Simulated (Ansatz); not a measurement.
Program: Ansatz. Geometries: PBE0-D4/def2-TZVP. ΔE: electronic, gas phase. CBS: MP2 limit from def2 TZ/QZ plus the TZ coupled-cluster correction, frozen cores. This one scheme is used for every species. Functionals use def2-TZVPP. Each species was taken in one conformer, which may not be the lowest.

`SCO[SiH2]S` + H₂S → `S[SiH2]S` + `OCS`  (ligand exchange at the Si–O bond)

`SCO[SiH2]S`:

Z-matrix (Å, degrees):
```
C
O 1 1.402
S 1 1.807 2 114.4
H 1 1.094 2 111.7 3 -124.3
H 1 1.091 2 108.1 3 116.5
Si 2 1.641 1 124.4 3 97.6
H 3 1.343 1 96.1 2 -76.6
S 6 2.135 2 114.0 1 -56.5
H 6 1.476 2 104.6 1 -179.0
H 6 1.485 2 111.2 1 59.0
H 8 1.345 6 94.6 2 -64.7
```

H₂S:

Cartesian coordinates in Å:
```
S 0.415 -0.257 0.381
H 0.374 -0.047 -0.943
H -0.790 0.304 0.562
```

`S[SiH2]S`:

Z-matrix (Å, degrees):
```
Si
S 1 2.126
S 1 2.137 2 108.8
H 1 1.482 2 104.0 3 120.9
H 1 1.484 2 113.0 3 -120.3
H 2 1.344 1 94.4 3 59.4
H 3 1.345 1 93.8 2 -156.0
```

`OCS`:

Z-matrix (Å, degrees):
```
C
S 1 1.793
O 1 1.405 2 110.6
H 1 1.095 2 109.2 3 123.4
H 1 1.097 2 104.5 3 -120.8
H 2 1.343 1 96.4 3 -70.0
H 3 0.962 1 108.1 2 177.5
```

| level | ΔE (kJ/mol) |
| --- | --- |
| r2SCAN | 46.4 |
| HF/def2-TZVPP | 53.1 |

Question: What does CCSD(T)/CBS give? (Best estimate.)

Answer: Ansatz gave: +49.7 kJ/mol. The listed levels differ from it by -3.3, 3.4 kJ/mol.

Largest T1 diagnostic among the species: 0.012.

The D4 term adds +7.3 kJ/mol with B3LYP and +4.5 kJ/mol with PBE0; it sums over pairs of atoms, weighted by their polarisabilities, and B3LYP, whose exchange is more repulsive, gets the larger term.

B3LYP here is the variant with VWN-RPA as its local correlation; programs differ in this.
